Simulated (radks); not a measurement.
Species: Zn III. Configuration: [Ar] 3d10 (the NIST ground configuration).

All-electron calculation, scalar-relativistic Kohn-Sham, PBE, spin-polarised, spherical densities, point nucleus. Program: a radial shooting solver on a logarithmic mesh with Libxc functionals.

Energy parts (eV):
total: -48843.829
kinetic: 49622.347
electron-nucleus: -117122.278
Hartree: 20590.223
exchange-correlation: -1934.121

Orbitals (lengths in bohr, moments of r in powers of bohr):
| orbital | occ. | eigenvalue (eV) | <r^4> | <r> |
|---|---|---|---|---|
| 1s | 2 | -9546.777 | 0.00002983 | 0.05031 |
| 2s | 2 | -1178.854 | 0.006326 | 0.2262 |
| 2p | 6 | -1024.592 | 0.004689 | 0.1983 |
| 3s | 2 | -150.1133 | 0.4705 | 0.6817 |
| 3p | 6 | -104.3081 | 0.6420 | 0.7139 |
| 3d | 10 | -30.8560 | 2.769 | 0.8803 |

The highest occupied level is 3d at -30.856 eV. The density falls to 0.001 e/bohr^3 at r = 2.89 bohr.
